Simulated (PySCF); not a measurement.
molybdenum atom (Mo), septet (core potentials on Mo). Base run: PySCF with PBE0/def2-SVP.

The PySCF input:
```python
from pyscf import gto, scf, dft, solvent

mol = gto.M(
    atom='''
Mo    0.00000000    0.00000000    0.00000000
''',
    basis='def2-svp',
    ecp={'Mo': 'def2-svp'},
    spin=6,
    verbose=3,
)

mf = dft.UKS(mol)
mf.xc = 'pbe0'
mf.kernel()
```

Variants of this job, named by their change:

```csv
change,ΔE vs base (kcal/mol)
base,0.000
model = ddCOSMO; solvent = 2-propanol,-5.07
model = IEF-PCM; solvent = 2-propanol; vdw_scale = 1.0,-0.94
model = IEF-PCM; solvent = dimethylsulfoxide,-0.117
model = IEF-PCM; solvent = 2-propanol; vdw_scale = 1.1,-0.326
model = IEF-PCM; solvent = tetrahydrofuran,-0.103
model = COSMO; solvent = 2-propanol,-0.110
model = IEF-PCM; solvent = 2-propanol; vdw_scale = 1.4,-0.014
model = IEF-PCM; solvent = 2-propanol; lebedev_order = 11,-0.131
model = C-PCM; solvent = 2-propanol,-0.113
model = IEF-PCM; solvent = water,-0.118
model = IEF-PCM; solvent = 2-propanol,-0.113
```

The base is the gas phase, so ΔE is the electrostatic part of solvation at a fixed geometry, without cavity and dispersion terms.

Open shells are given as the SCF converged; they aren't shown to be the lowest states, and a large step between rows can be another state.
